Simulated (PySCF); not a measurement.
Species: C4H6NSi (doublet state).
Geometry (GFN2-xTB, Å), atoms numbered from 1 in this order:
```xyz
12
C4H6NSi angstrom
C      2.8832    0.0398   -0.8097
C      1.9275   -0.1018   -0.0925
Si     0.4339   -0.3385    0.9679
C     -1.0509   -0.7232   -0.2305
C     -1.9164    0.4034   -0.5155
N     -1.8735    1.5670   -0.0931
H      3.7236    0.1692   -1.4299
H      0.6467   -1.5099    1.8294
H      0.1377    0.8761    1.7221
H     -1.6705   -1.5162    0.1946
H     -0.6712   -1.1086   -1.1794
H     -2.5689    2.2419   -0.3896
```

The hyperfine couplings belong to this conformer and change with its torsions.

As a line formula: `[H]/N=[C]/C[SiH2]C#C` [radical].

Computed, not measured: UKS B3LYP, pcH-1 on C H N Si, non-relativistic, mean-field spin-orbit, GIAO in PySCF 2.14.0. Geometry: GFN2-xTB, one conformer, isolated molecule. Couplings are sensitive to structure, and on GFN2-xTB geometries they can be far from those on DFT ones. The SCF solution wasn't tested for stability.

Question: Where do the isotropic ENDOR lines of N6, H12, H10/H11 and H7 fall at 3338.5 mT, to first order?

Answer: ν± = |νn ± a/2|, one line for each electron-spin manifold; νn = |g_N| × 7.62259 MHz/T × B.

```csv
nuclei,isotope,g_N,νn (MHz),a_iso (MHz),lower line (MHz),upper line (MHz)
N6,14N,0.4038,10.27,3.70,8.42,12.13
H12,1H,5.5857,142.14,127.93,78.18,206.11
H10/H11,1H,5.5857,142.14,10.28,137.00,147.29
H7,1H,5.5857,142.14,-1.42,141.43,142.86
```

Question: Which pairs are centred on the nuclear Larmor frequency, and which on half the coupling?

Answer: Centred on νn, since |a| < 2νn: N6, H12, H10/H11 and H7. No pair has |a| > 2νn.

Question: At what field would the lower line of H12 fall to zero frequency?

Answer: Where νn = |a|/2, that is B = 63.97 MHz/(5.5857 × 7.62259 MHz/T) = 1500 mT, as far as first order holds there.

Nuclei that the bonding pattern makes equivalent are averaged, as if the motion that swaps them (rotation, inversion, ring flip) were fast.

The Mulliken spin populations are largest on C5 (+0.72), N6 (+0.14) and Si3 (+0.11).
